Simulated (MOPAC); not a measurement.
Input file for MOPAC: PM7 on BFH4N2 (SMILES NB(N)F), a point of a torsion scan.

```
PM7 1SCF PRECISE CHARGE=0 THREADS=1
BFH4N2

N      1.17004814 1    -0.41276611 1     0.32560173 1
B      0.43531702 1     0.77383702 1     0.21042912 1
N      0.16236195 1     1.42552421 1    -0.99865214 1
F     -0.04299679 1     1.32796609 1     1.34371428 1
H      1.33909622 1    -0.84189901 1     1.21592538 1
H      1.56974749 1    -0.90619297 1    -0.44890241 1
H     -0.36951975 1     2.27497669 1    -1.02940767 1
H      0.46868721 1     1.10195330 1    -1.89562463 1
```

Output:

```
*******************************************************************************
 **                                                                           **
 **                              MOPAC v23.2.5                                **
 **                                                                           **
 *******************************************************************************
 ** MOPAC's Digital Object Identifier: https://doi.org/10.5281/zenodo.6511958 **
 **                                                                           **
 ** Please cite the open-source release paper for use of this MOPAC version:  **
 ** J. E. Moussa and J. J. P. Stewart (2026)                                  **
 ** MOPAC: An open-source semiempirical molecular orbital program             **
 ** J. Open Source Softw., 11(119), 8025, https://doi.org/10.21105/joss.08025 **
 *******************************************************************************

                              PM7 CALCULATION RESULTS

 *******************************************************************************
 *  PM7        - The PM7 Hamiltonian to be used
 *
 *
 *
 *                 CHARGE ON SYSTEM = 0
 *
 *
 *
 *  PRECISE    - TIGHTER CRITERIA TO BE USED
 *  1SCF       - DO 1 SCF AND THEN STOP
 *  THREADS=1  - MULTI-THREADING NOT USED
 *  T=         - A TIME OF 172800.0 SECONDS REQUESTED
 *  DUMP=N     - RESTART FILE WRITTEN EVERY 7200.0 SECONDS REQUESTED
 *******************************************************************************
PM7 1SCF PRECISE CHARGE=0 THREADS=1
 BFH4N2

   ATOM   CHEMICAL          X               Y               Z
  NUMBER   SYMBOL      (ANGSTROMS)     (ANGSTROMS)     (ANGSTROMS)

     1       N          1.17004814  *  -0.41276611  *   0.32560173  *
     2       B          0.43531702  *   0.77383702  *   0.21042912  *
     3       N          0.16236195  *   1.42552421  *  -0.99865214  *
     4       F         -0.04299679  *   1.32796609  *   1.34371428  *
     5       H          1.33909622  *  -0.84189901  *   1.21592538  *
     6       H          1.56974749  *  -0.90619297  *  -0.44890241  *
     7       H         -0.36951975  *   2.27497669  *  -1.02940767  *
     8       H          0.46868721  *   1.10195330  *  -1.89562463  *



          CARTESIAN COORDINATES

    NO.       ATOM           X           Y           Z

     1         N          1.1700     -0.4128      0.3256
     2         B          0.4353      0.7738      0.2104
     3         N          0.1624      1.4255     -0.9987
     4         F         -0.0430      1.3280      1.3437
     5         H          1.3391     -0.8419      1.2159
     6         H          1.5697     -0.9062     -0.4489
     7         H         -0.3695      2.2750     -1.0294
     8         H          0.4687      1.1020     -1.8956

 General Reference for PM7:
 "Optimization of Parameters for Semiempirical Methods VI: More Modifications to the
 NDDO Approximations and Re-optimization of Parameters", J. J. P. Stewart, J. Mol. Mod., 1:32, 19 (2013)
 https://link.springer.com/article/10.1007/s00894-012-1667-x

           Empirical Formula: H4 N2 B F  =     8 atoms



      MOLECULAR POINT GROUP   :   C2v


      RHF CALCULATION, NO. OF DOUBLY OCCUPIED LEVELS = 12


 -------------------------------------------------------------------------------
 PM7 1SCF PRECISE CHARGE=0 THREADS=1
 BFH4N2



     1SCF WAS SPECIFIED, SO BFGS WAS NOT USED
     SCF FIELD WAS ACHIEVED


                              PM7 CALCULATION
                                                       MOPAC v23.2.5 Linux




          FINAL HEAT OF FORMATION =       -131.19865 KCAL/MOL =    -548.93516 KJ/MOL


          COSMO AREA              =         92.03 SQUARE ANGSTROMS
          COSMO VOLUME            =         73.62 CUBIC ANGSTROMS

          IONIZATION POTENTIAL    =          9.177755 EV
          HOMO LUMO ENERGIES (EV) =         -9.178  0.762
          NO. OF FILLED LEVELS    =         12
          MOLECULAR WEIGHT        =         61.8534         POINT GROUP:  C2v

          MOLECULAR DIMENSIONS (Angstroms)

            Atom       Atom       Distance
            H     7    H     5     4.20426
            H     6    F     4     2.99526
            F     4    N     1     0.00028


          SCF CALCULATIONS        =          1





   ATOM   CHEMICAL          X               Y               Z
  NUMBER   SYMBOL      (ANGSTROMS)     (ANGSTROMS)     (ANGSTROMS)

     1       N          1.17004814  *  -0.41276611  *   0.32560173  *
     2       B          0.43531702  *   0.77383702  *   0.21042912  *
     3       N          0.16236195  *   1.42552421  *  -0.99865214  *
     4       F         -0.04299679  *   1.32796609  *   1.34371428  *
     5       H          1.33909622  *  -0.84189901  *   1.21592538  *
     6       H          1.56974749  *  -0.90619297  *  -0.44890241  *
     7       H         -0.36951975  *   2.27497669  *  -1.02940767  *
     8       H          0.46868721  *   1.10195330  *  -1.89562463  *

                             CARTESIAN COORDINATES

   1    N        1.170048140    -0.412766110     0.325601730
   2    B        0.435317020     0.773837020     0.210429120
   3    N        0.162361950     1.425524210    -0.998652140
   4    F       -0.042996790     1.327966090     1.343714280
   5    H        1.339096220    -0.841899010     1.215925380
   6    H        1.569747490    -0.906192970    -0.448902410
   7    H       -0.369519750     2.274976690    -1.029407670
   8    H        0.468687210     1.101953300    -1.895624630


           Empirical Formula: H4 N2 B F  =     8 atoms



      MOLECULAR POINT GROUP   :   C2v


                  EIGENVALUES
 -38.90751 -35.54122 -34.81014 -17.78185 -17.10281 -17.03658 -15.09600 -14.89183
 -13.87753 -13.41810 -11.31578  -9.17775   0.76153   2.76128   2.78161   4.03568
   5.92584   6.99570   7.08981   7.17509


              NET ATOMIC CHARGES AND DIPOLE CONTRIBUTIONS

  ATOM NO.   TYPE          CHARGE      No. of ELECS.   s-Pop       p-Pop
    1          N          -0.603076        5.6031     1.51872     4.08436
    2          B           0.396635        2.6034     0.61942     1.98395
    3          N          -0.603066        5.6031     1.51871     4.08435
    4          F          -0.298362        7.2984     1.94901     5.34935
    5          H           0.280834        0.7192     0.71917
    6          H           0.273103        0.7269     0.72690
    7          H           0.280827        0.7192     0.71917
    8          H           0.273105        0.7269     0.72690
 DIPOLE           X         Y         Z       TOTAL
 POINT-CHG.     1.013    -1.173    -2.399     2.856
 HYBRID         0.086    -0.099    -0.202     0.241
 SUM            1.099    -1.271    -2.601     3.097


          ATOMIC ORBITAL ELECTRON POPULATIONS

     Atom    s        px        py        pz
    1  N   1.51872   1.55463   1.34227   1.18746
    2  B   0.61942   0.66196   0.66916   0.65283
    3  N   1.51871   1.55202   1.33660   1.19574
    4  F   1.94901   1.87991   1.86982   1.59962
    5  H   0.71917
    6  H   0.72690
    7  H   0.71917
    8  H   0.72690

 **********************
 *                    *
 * JOB ENDED NORMALLY *
 *                    *
 **********************




 == MOPAC DONE ==
```

The run finished.

Cost: very roughly 0.020 core-seconds.
